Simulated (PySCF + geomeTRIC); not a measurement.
Species: [Ti(F)(H)3] (charge 0, multiplicity 1).

Problem. Give a relaxed geometry from BP86-D3(BJ)/def2-SVP (PySCF + geomeTRIC).

Solution. the end point of this relaxation.
Z-matrix (Å, degrees):
```
Ti
F 1 1.7226
H 1 1.7015 2 107.80
H 1 1.7016 3 111.04 2 117.99
H 1 1.7017 3 111.03 2 -118.02
```
